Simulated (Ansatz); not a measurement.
Ansatz (a program for electronic structure) input (RI-MP2/aug-cc-pV(T+d)Z):
A basis named .json is the Basis Set Exchange file of that set.

Ansatz 0.2 input:
```yaml
crystal:
  periodic: [false, false, false]
  atoms:
    - {symbol: C, position_ang: [-1.87145714, -0.76015551, -0.33194027]}
    - {symbol: Si, position_ang: [-0.03144620, -0.42576375, -0.42808476]}
    - {symbol: Cl, position_ang: [0.26354125, 1.57122262, -0.90035779]}
    - {symbol: Cl, position_ang: [0.81726724, -0.80723559, 1.42452926]}
    - {symbol: H, position_ang: [-2.04978166, -1.80234614, -0.06587426]}
    - {symbol: H, position_ang: [-2.31308888, -0.11614965, 0.43208996]}
    - {symbol: H, position_ang: [-2.34188408, -0.54765806, -1.29230240]}
basis:
  gaussian:
    orbitals: aug-cc-pV_T+d_Z.json
    fitting: {mean_field: def2-universal-jkfit, correlation: aug-cc-pVTZ-RIFIT.json}
total_charge: 1
magnetization: {spin_polarized: false}
correlation: {method: mp2, electrons: outside_noble_gas}
```

Output:

```
Functional definition: HF
integrals: 0.36 GiB planned
513 factors; integrals over basis functions are off by at most 1.4e0 eV
mean field: 0.97 GiB planned
mean field evaluation 1: about -33939.6752 eV, gradient 3.8e1 eV
mean field evaluation 2: about -33942.5052 eV, gradient 1.9e1 eV
mean field evaluation 4: about -33943.3372 eV, gradient 9.5e-1 eV
mean field evaluation 8: about -33943.3428 eV, gradient 1.5e-6 eV
mean field -33943.34275489 eV, -1247.3948386182 hartree, gradient 1.5e-6 eV, S^2 0.000000; 0 other end points of the search recorded, 0 dependent functions left out
16 core orbitals not correlated
685 factors; their error is unknown
reference -33943.34275489 eV, -1247.3948386182 hartree; 12, 12 occupied and 252, 252 virtual orbitals, 685 factors
second order -18.03730786 eV of doubles, -0.00000000 eV of singles
Total energy: -33961.38006275 eV, -1248.0576974559 hartree
```

This state (charge 1, singlet) is run at the relaxed geometry of the species with charge 0 and multiplicity 2.
